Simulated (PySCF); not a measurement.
Polarisability and C₆ of Cu³⁺ (copper, charge +3)

[Ar] 3d8, high-spin 3F determinant. Computed with PySCF 2.14 in aug-cc-pVDZ-PP with ECP10MDF (5s5p4d2f, 54 functions), with a scalar-relativistic core potential. Coupled (time-dependent) response in atomic units; α is the mean over directions. A double-zeta set is small for polarisabilities.

```csv
method,mean α (bohr³),C₆ (like pair),S(−4)
UHF,1.238,2.715,0.4796
PBE,1.418,3.075,0.8239
PBE0,1.356,2.955,0.6897
BLYP,1.432,3.098,0.8629
wB97M-V,1.388,3.025,0.7626
```

S(−4) is the Cauchy moment in α(ω) = α(0) + S(−4) ω² + …

α(iu) at PBE0:

| u (hartree) | α(iu) (bohr³) |
| --- | --- |
| 0 | 1.356 |
| 0.0500 | 1.355 |
| 0.100 | 1.350 |
| 0.200 | 1.330 |
| 0.300 | 1.300 |
| 0.500 | 1.219 |
| 0.750 | 1.107 |
| 1.00 | 1.003 |
| 1.50 | 0.8354 |
| 2.00 | 0.7064 |
| 3.00 | 0.5166 |
| 5.00 | 0.2962 |

A single London oscillator, α(iu) = α/(1 + u²/ω²), gives C₆ = (3/4) ω α². Matching the computed C₆ needs ω = 4 × 2.955 / (3 × 1.356²) = 2.14 hartree.

For an ion, C₆ is the dispersion term alone; charge-induced terms of lower order in 1/R come first.

Energies and moments cover only the electrons outside the core potential.
